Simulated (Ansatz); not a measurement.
Geometry optimisation, Ansatz, RKS revPBE/def2-SVP.

input.yaml

```yaml
crystal:
  periodic: [false, false, false]
  atoms:
    - { symbol: Si, position_ang: [-0.0208, 1.0937, -0.3186] }
    - { symbol: B, position_ang: [0.5184, -0.6561, 0.1153] }
    - { symbol: Cl, position_ang: [-0.7248, -1.99498, 0.10099] }
    - { symbol: Se, position_ang: [2.39452, -1.08565, 0.54263] }
    - { symbol: H, position_ang: [-0.603, 1.1402, -1.7173] }
    - { symbol: H, position_ang: [-1.1184, 1.5738, 0.6095] }
    - { symbol: H, position_ang: [1.0967, 2.0661, -0.2382] }
    - { symbol: H, position_ang: [2.08812, -0.8068, 2.04746] }
basis:
  gaussian: { orbitals: def2-SVP }
hamiltonian:
  xc: revpbe
relax:
  f_tol: 0.015
  max_steps: 40
```

Launched with:

```bash
$ ansatz run input.yaml --threads 2 --pin off --max-ram 3072MiB --backend cpu --events-out ev --progress --plain --runs-dir out
```

Task: Where does it end, and by what steps?

Result: The run converged. The force dipped under the threshold on the way, but the program's further checks kept it going. After 16 steps the energy has fallen by 0.988 eV; H8 moved furthest, 1.22 Å.

```csv
step,energy less start (eV),largest force component (eV/Å),accepted
0,0.0000,2.881,yes
1,-0.2514,1.411,yes
2,-0.3052,0.255,yes
3,-0.3844,0.346,yes
4,-0.5082,0.730,yes
5,-0.6549,0.959,yes
6,-0.8123,0.613,yes
7,-0.9344,0.277,yes
8,-0.9809,0.172,yes
9,-0.9847,0.081,yes
10,-0.9860,0.141,yes
11,-0.9874,0.011,yes
12,-0.9876,0.019,yes
13,-0.9877,0.034,yes
14,-0.9879,0.029,yes
15,-0.9880,0.020,yes
16,-0.9881,0.015,yes
```

```xyz
8
Properties=species:S:1:pos:R:3
Si -0.048 1.087 -0.212
B 0.377 -0.852 0.235
Cl -0.816 -2.111 -0.166
Se 2.017 -1.462 1.087
H -0.300 1.236 -1.693
H -1.300 1.521 0.513
H 1.070 2.024 0.175
H 2.632 -0.113 1.202
```

Whether the end is a true minimum wasn't checked by a vibrational analysis.

Run time: 18 s on 2 threads of Intel(R) Xeon(R) Platinum 8559C (Emerald Rapids) (shared host), peak memory 0.17 GiB.
